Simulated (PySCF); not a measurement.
## Two-dimensional NMR puzzle

Compound of formula C$_{7}$H$_{8}$FN. Correlations simulated from computed shifts and the bond graph:

HSQC (one-bond C–H):
| δH | δC |
| --- | --- |
| 7.13 | 121.8 |
| 7.03 | 130.0 |
| 6.77 | 119.0 |
| 2.35 | 23.2 |

COSY cross peaks (H two or three bonds apart, from the bond graph; peaks can be absent where the dihedral angle is near 90°):
| δH | δH |
| --- | --- |
| 7.03 | 6.77 |

HMBC (two and three bonds, from the bond graph):
| δH | δC |
| --- | --- |
| 7.13 | 159.3, 138.1, 130.9, 130.0, 23.2 |
| 7.03 | 138.1, 130.9, 121.8, 119.0, 23.2 |
| 6.77 | 159.3, 138.1, 130.9, 130.0 |
| 2.35 | 130.9, 130.0, 121.8 |

Carbons without hydrogens: δ 159.3, 138.1, 130.9.

Theoretical values (PySCF 2.14): GFN2-xTB geometry, σ from GIAO-PBE0/pcSseg-1. No solvent model, averaged over atoms made equivalent by symmetry, fast rotation or ring inversion, non-relativistic Hamiltonian, one conformer.

Scale: TMS for ¹H, ¹³C (reference shieldings calculated alike).

Exchangeable hydrogens are left out of these lists.

**Question.** Assemble the structure.

**Answer.** 2-fluoro-4-methylaniline (Cc1ccc(N)c(F)c1).

Atom-mapped SMILES (the numbers label the heavy atoms): `[CH3:1][c:2]1[cH:3][cH:4][c:5]([NH2:6])[c:7]([F:8])[cH:9]1`. Each H is labelled by its parent atom.

- δC 159.3 is C7, an aromatic carbon bearing fluorine.
- δC 138.1 is C5, an aromatic carbon bearing nitrogen.
- δC 130.9 is C2, a substituted aromatic carbon.
- δC 130.0 is C3, an aromatic CH (δH 7.03).
- δC 121.8 is C9, an aromatic CH (δH 7.13).
- δC 119.0 is C4, an aromatic CH (δH 6.77).
- δC 23.2 is C1, a methyl carbon on an aromatic ring (δH 2.35).
- HMBC from δH 7.13 reaches the proton-free carbons C7, C5, C2.
- HMBC from δH 7.03 reaches the proton-free carbons C5, C2.
- HMBC from δH 6.77 reaches the proton-free carbons C7, C5, C2.
- HMBC from δH 2.35 reaches the proton-free carbon C2.
- COSY links 7.03–6.77.

The data come from this structure; uniqueness wasn't tested.

OH and NH positions are those of a molecule without intermolecular hydrogen bonds; in solution they move with solvent, concentration and temperature, and exchange usually removes their couplings. Shifts are as computed. Against solution values, carbons near 30 ppm lie about +3 ppm off and those near 130 ppm about +5 ppm. Of 1211 compounds with measured shifts, 218 miss one by over three times the rms of a fit or turn the order of signals round; such compounds aren't used in these exercises.
